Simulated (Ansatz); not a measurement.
Geometry optimisation, UKS B3LYP/def2-SVP in Ansatz.

The input (input.yaml):

```yaml
crystal:
  periodic: [false, false, false]
  atoms:
    - { symbol: C, position_ang: [0.58431, 1.19344, 0.51246] }
    - { symbol: O, position_ang: [0.08648, 0.17947, 0.08222] }
    - { symbol: Mg, position_ang: [-0.68503, -1.41318, -0.59854] }
    - { symbol: Br, position_ang: [-1.6246, -3.30488, -1.42851] }
    - { symbol: H, position_ang: [1.44135, 1.66885, 0.00727] }
    - { symbol: H, position_ang: [-0.52787, 0.60376, 0.73234] }
total_charge: 1
magnetization:
  spin_polarized: true
basis:
  gaussian: { orbitals: def2-SVP }
hamiltonian:
  xc: b3lyp
relax:
  f_tol: 0.02
  max_steps: 50
```

Run as:

```bash
$ ansatz run input.yaml --threads 2 --pin off --max-ram 3072MiB --backend cpu --events-out ev --progress --plain --runs-dir out
```

Problem. Where does it end, and by what steps?

Solution. The run converged. Limits of this set-up: the dipole of an ion depends on the origin. After 14 steps the energy has fallen by 2.216 eV; H5 moved furthest, 0.96 Å. The start is strongly strained (largest force component 9 eV/Å), so its close contacts needn't be bonds. Parted: C1–H6.

| step | energy less start (eV) | largest force component (eV/Å) | accepted |
| --- | --- | --- | --- |
| 0 | 0.0000 | 9.288 | yes |
| 1 | -0.9447 | 3.402 | yes |
| 2 | -1.2299 | 1.615 | yes |
| 3 | -1.5934 | 2.616 | yes |
| 4 | -1.8701 | 1.950 | yes |
| 5 | -1.7817 | 2.912 | no |
| 6 | -2.0975 | 1.324 | yes |
| 7 | -2.1679 | 0.383 | yes |
| 8 | -2.1912 | 0.109 | yes |
| 9 | -2.1947 | 0.102 | yes |
| 10 | -2.2005 | 0.189 | yes |
| 11 | -2.2063 | 0.159 | yes |
| 12 | -2.2145 | 0.034 | yes |
| 13 | -2.2155 | 0.081 | yes |
| 14 | -2.2161 | 0.019 | yes |

```xyz
6
Properties=species:S:1:pos:R:3
C 0.800 1.303 0.345
O -0.261 0.448 0.501
Mg -0.703 -1.280 -0.538
Br -1.129 -3.187 -1.739
H 1.395 0.852 -0.486
H -0.828 0.791 1.225
```

Whether the end is a true minimum wasn't checked by a vibrational analysis.

Run time: 69 s on 2 threads of Arm Neoverse V1, with other jobs on the host, peak memory 0.3 GiB.
